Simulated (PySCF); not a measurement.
# A search over the determinants of SbF

Unrestricted PBE0; Sb def2-TZVPPD with ECP28, F def2-TZVPPD; scalar-relativistic core potentials (PySCF 2.14). Outer shells of the fragments: Sb 4d10 5s2 5p3; F 2s2 2p5.

Followed along the bond (rough minima from three points):

```
2Ms+1    unpaired  ⟨S²⟩ at the start  R at minimum (Å)  Te (eV)
    3        π ↑↑               2.00              1.93     0.00
    1        π ↑↓               1.01              1.93     0.31
    1        none               0.00              1.92     1.26
    5  σ ↑↑, π ↑↑               6.00  none in the scan   ≤ 5.46
```

Solutions found at the starting distance of 1.980 Å, counted from the lowest of them; the search is not exhaustive and high or unbound solutions are not listed, so other states can lie among these:

```tsv
2Ms+1	unpaired	term	E (eV)	⟨S²⟩	⟨Lz²⟩	μ (D)
3	π ↑↑	³Σ⁻	0.00	2.00	0.00	-2.70
1	π ↑↓	mixed	0.31	1.01	2.03	-2.66
1	none	mixed	1.26	0.00	2.01	-2.51
3	σ ↑, π ↑	³Π	2.67	2.01	1.01	-2.12
1	σ ↓, π ↑	mixed	2.98	1.01	1.01	-1.99
3	σ ↑, π ↑	³Π	5.86	2.01	1.01	-0.69
5	σ ↑↑, π ↑↑	⁵Σ⁻	5.98	6.00	0.00	-0.39
1	σ ↓, π ↑	mixed	6.27	1.02	1.01	-0.19
3	π ↑↑	mixed	6.82	2.01	2.02	2.18
3	π ↑, δ ↑	mixed	6.95	2.00	5.01	-2.40
5	σ ↑, π ↑↑↑	⁵Π	7.03	6.00	1.00	2.30
1	π ↑, δ ↓	mixed	7.26	1.00	4.90	-2.42
```

A term symbol is given only where ⟨S²⟩ and ⟨Lz²⟩ are close to those of a pure state; real π, δ and φ orbitals otherwise mix terms. A positive dipole means Sb(−)F(+).

Spin–orbit coupling is left out. Counting both spins, an empty level lies below a filled one in some of these solutions, because spin and occupation are held.
